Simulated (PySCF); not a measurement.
A PySCF script (with the pyscf-properties extension) for the NMR shieldings of SMILES C=CC[O+](CC)[AlH2-][Cl], C5H12AlClO, on a GFN2-xTB geometry:

```python
import basis_set_exchange as bse
import numpy as np
from pyscf import gto, dft
from pyscf.prop import nmr

atoms = """
C     2.238102    0.905346   -0.085194
C     1.561321    0.884018   -1.218033
C     0.084678    0.651450   -1.324410
O    -0.483144    0.008660   -0.193521
C    -0.155200   -1.375310   -0.119533
C    -0.766081   -1.989684    1.122753
Al   -1.488708    1.350849    0.721620
Cl   -2.226246    0.751467    2.529541
H     1.756045    0.744396    0.866830
H     3.295257    1.103850   -0.060804
H     2.047829    1.070556   -2.165624
H    -0.433009    1.617727   -1.385661
H    -0.153614    0.075817   -2.227447
H    -0.542605   -1.871657   -1.020111
H     0.936669   -1.481017   -0.105169
H    -1.847130   -1.870340    1.105614
H    -0.522094   -3.047624    1.166104
H    -0.382091   -1.498661    2.013961
H    -0.373486    2.447280    0.794103
H    -2.551641    1.533555   -0.418055
"""
names = dict.fromkeys(["C", "O", "Al", "Cl", "H"], "pcSseg-1")
basis = {el: gto.basis.parse(bse.get_basis(n, elements=[el], fmt="nwchem")) for el, n in names.items()}
mol = gto.M(atom=atoms, basis=basis, charge=0, verbose=0)
mf = dft.RKS(mol, xc="PBE0")
mf.grids.level = 2
mf.grids.alignment = dft.numint.BLKSIZE   # the property module wants whole blocks of grid points
mf.conv_tol = 1e-9
mf.kernel()

calc = nmr.RKS(mf)   # GIAO
C = mf.mo_coeff
Co = C[:, mf.mo_occ > 0]
resp = mf.gen_response(singlet=True, hermi=2)
def vind(x):   # induced exchange potential for any number of trial vectors
    d = np.einsum("pi,xij,qj->xpq", C, 2 * x.reshape(-1, C.shape[1], Co.shape[1]), Co, optimize=True)
    return np.einsum("xpq,pi,qj->xij", resp(d - d.transpose(0, 2, 1)), C, Co, optimize=True).ravel()
mo1, _ = nmr.rhf.solve_mo1(calc, with_cphf=vind)
sigma = calc.kernel(mo1)
for i, s in enumerate(sigma):   # ppm
    print("%2d %-2s %9.2f" % (i, mol.atom_pure_symbol(i), np.trace(s) / 3))
```

**Question.** What does it print?

**Answer.** 
```
 0 C      61.24
 1 C      50.97
 2 C     114.75
 3 O     303.78
 4 C     116.22
 5 C     168.34
 6 Al    423.76
 7 Cl    961.37
 8 H      25.86
 9 H      25.85
10 H      25.90
11 H      26.20
12 H      27.82
13 H      28.06
14 H      27.17
15 H      29.54
16 H      30.45
17 H      29.60
18 H      27.68
19 H      27.51
```

These numbers come from an equivalent density-fitted implementation of the same equations, which agrees with the script to about 0.01 ppm for H and up to a few tenths of a ppm for heavy atoms, so last digits may differ.

Size and cost of the density-fitted run: 210 basis functions, 80 s wall time on 1 thread of an AMD EPYC, shared host; peak memory 1 GiB.
